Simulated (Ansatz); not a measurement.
Basis-set extrapolation for C$_{2}$H$_{6}$F$_{2}$Si$_{2}$ (`FC1(F)C[SiH]1[SiH3]`) (PBE0-D4/def2-TZVP geometry, frozen core, Ansatz). Multiplicity 1, RHF reference.

```
                      def2-TZVPP   def2-QZVPP
                 HF  -856.045302  -856.075098
    MP2 correlation    -1.068428    -1.156282
CCSD(T) correlation    -1.159886      not run
```

Energies in hartree. Use E(X) = E(∞) + A·exp(−7.88·√X) for Hartree–Fock and E(X) = E(∞) + B·X^(−2.97) for correlation, with X = 3 and 4, and add CCSD(T) minus MP2 of the smaller set to the MP2 limit.

Q: What is the CCSD(T) energy at the basis-set limit?

A: HF limit: -856.075098 + (-0.029796) × 0.13774 = -856.07920. MP2 limit: -1.156282 + (-0.087854) × 0.74074 = -1.22136. Higher-order term: -1.159886 − (-1.068428) = -0.09146. Total: -857.39202 hartree, 490.5 kJ/mol below CCSD(T)/def2-TZVPP.
